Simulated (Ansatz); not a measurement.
Consider the redistribution: `F[SiH]1[SiH2][Se]1` + `C[Si](C)(F)C#N` → `C[SiH]1[SiH2][Se]1` + `C[Si](F)(F)C#N`.

Computed with Ansatz on PBE0-D4/def2-TZVP structures; ΔE is electronic, products minus reactants. CBS: MP2 limit from def2 TZ/QZ plus the TZ coupled-cluster correction, frozen cores. DFT in def2-TZVPP. For Se outer-core shells are correlated without core-valence functions, which leaves a few kJ/mol of doubt a bond. Scalar relativity is left out up to krypton.

| level | ΔE (kJ/mol) |
| --- | --- |
| B2PLYP | -17.7 |
| SCS-MP2/def2-TZVPP | -21.1 |

Problem. What does CCSD(T)/CBS give? (An estimate is asked.)

Solution. Computed: -19.3 kJ/mol. The listed levels differ from it by 1.6, -1.8 kJ/mol.

Largest T1 diagnostic among the species: 0.012.
